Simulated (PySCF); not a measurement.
GeClBr, SMILES [Cl][Ge][Br] (connectivity only; charge and spin as stated), neutral, multiplicity 1. Heavy atoms are numbered as in [Ge:1]([Cl:2])[Br:3].

Geometry: PBE-D3(BJ)/def2-TZVP.

These are PySCF with r2SCAN/def2-TZVPD values and carry that method's errors.

Mulliken values depend strongly on the basis, most of all with diffuse functions as here. ESP charges are fitted to the potential on shells at 1.4 to 2.0 van der Waals radii. Atomic charges (e), one atom of each kind:

| atom | ESP fit | Mulliken |
|---|---|---|
| Ge1 | … | 0.59 |
| Cl2 | … | -0.33 |
| Br3 | … | -0.27 |

**Question.** Complete the blanks. (Estimate from the structure and the level; the computed values follow.)

**Answer.** 
- Ge1, ESP fit: 0.29
- Cl2, ESP fit: -0.15
- Br3, ESP fit: -0.14
